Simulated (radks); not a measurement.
Question: The mean radii <r> (bohr) of the occupied orbitals of an atom or ion are listed with their occupations. Method: scalar-relativistic Kohn-Sham, SCAN, spin-polarised, spherical densities, finite nucleus; meta-GGA in the generalised Kohn-Sham scheme; Fermi nuclear charge, rms radius of each element as measured or else 0.836 A^(1/3) + 0.57 fm; computed with a radial shooting solver on a logarithmic mesh with Libxc functionals.

| orbital | occ. | <r> |
|---|---|---|
| 1s up | 1 | 0.02554 |
| 1s down | 1 | 0.02552 |
| 2s up | 1 | 0.1062 |
| 2s down | 1 | 0.1064 |
| 2p up | 3 | 0.09240 |
| 2p down | 1 | 0.09269 |

Name the element and its charge. Open shells, if any, are filled with parallel spins first.

Answer: Z = 56, barium, charge +48: Ba48+ in [He] 2s2 2p4. The 1s radius gives Z: for a bare nucleus <r> = (2 gamma + 1)/(2Z) with gamma = sqrt(1 - (Z/c)^2), 0.02523 bohr for Z = 56, and screening makes it slightly larger (0.02554 here). The occupations add up to 8, and the charge is Z minus that.
